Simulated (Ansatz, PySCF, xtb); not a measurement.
Gas-phase reaction R1 → P1 + P2, each structure at its B3LYP-D3(BJ)/def2-TZVP stationary point, reached from a drawn start (curvature not checked).
R1: Ge2H6 (SMILES [GeH3][GeH3]), charge 0, multiplicity 1.
P1: GeH4 (SMILES [GeH4]), charge 0, multiplicity 1.
P2, GeH2 (SMILES [GeH2]) (charge 0, multiplicity 1):
```xyz
3

Ge     0.68386     0.22819    -0.20574
H     -0.35640     0.67102     0.92575
H     -0.32746    -0.89931    -0.72000
```

P less R. No zero-point or thermal terms; no spin–orbit coupling.

Cores are frozen in the correlated methods. In cc and def2 sets filled d and f shells under p-block atoms count as core. CBS(a, b) extrapolates the correlation energy as X⁻³ and adds the Hartree–Fock energy of set b.

The values were computed with Ansatz (Gaussian orbitals); PySCF for the D3/D4 terms; xtb for the GFN methods. No computed number here is a measurement.

The comparison value is 195.7 kJ/mol (CCSD(T)/CBS(cc-pVTZ, cc-pVQZ)). It is a level with limits of its own, not the exact answer.

Task: Order these levels by how close they come to the comparison value for the reaction energy, closest first: B3LYP-D4/def2-TZVPP, HF/cc-pVDZ, BLYP-D3(BJ)/def2-TZVPP, revPBE-D3(BJ)/def2-TZVPP, GFN2-xTB. Give each level's value less the comparison value.

Result: revPBE-D3(BJ)/def2-TZVPP (-3.5 kJ/mol), B3LYP-D4/def2-TZVPP (-9.8 kJ/mol), BLYP-D3(BJ)/def2-TZVPP (-19.6 kJ/mol), HF/cc-pVDZ (-29.3 kJ/mol), GFN2-xTB (-113.3 kJ/mol)

Ansatz is an electronic-structure program.
